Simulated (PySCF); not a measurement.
A structure optimised at PBE0-D3(BJ)/def2-SVP, used in a PySCF frequency run:

```xyz
10

Al     0.2484     0.1069     0.0000
Cl    -0.5770     2.0408     0.0000
N     -0.8275    -1.2847     0.0000
C     -0.4596    -2.6825     0.0000
H     -1.8316    -1.1399     0.0000
H     -0.8329    -3.2211    -0.8905
H     -0.8329    -3.2211     0.8905
H      0.6362    -2.7847     0.0000
O      1.9242    -0.1455     0.0000
H      2.5967     0.5358     0.0000
```

Q: Write its SMILES, formula and point group.

A: C[NH][Al]([OH])[Cl], CH₅AlClNO, Cs

Q: What are its rotational constants (standard atomic weights)?

A: 5.1558, 1.7507, 1.3178 GHz
